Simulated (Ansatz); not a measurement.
**ZnF2, singlet: CASSCF and its corrections**

Program: Ansatz, Gaussian basis, development build. Basis def2-SVP, nonrelativistic, 7 orbitals frozen in the corrections. State-specific CASSCF; RHF is the lowest restricted (open-shell) Hartree–Fock solution met. Small basis; these aren't basis-limit values. Solutions may break the symmetry of the shape. No proof that the lowest CASSCF solution was found.

Geometry:

| atom | x (Å) | y (Å) | z (Å) |
| --- | --- | --- | --- |
| F | 0.0000 | 0.0000 | 1.7420 |
| Zn | 0.0000 | 0.0000 | 0.0000 |
| F | 0.0000 | 0.0000 | -1.7420 |

Q: What do CASSCF and its corrections give against RHF in CAS(4,4), and what are the occupations?

A: CASSCF -1.381 eV, SC-NEVPT2 -19.740 eV; occupations 1.99, 1.98, 0.02, 0.01.
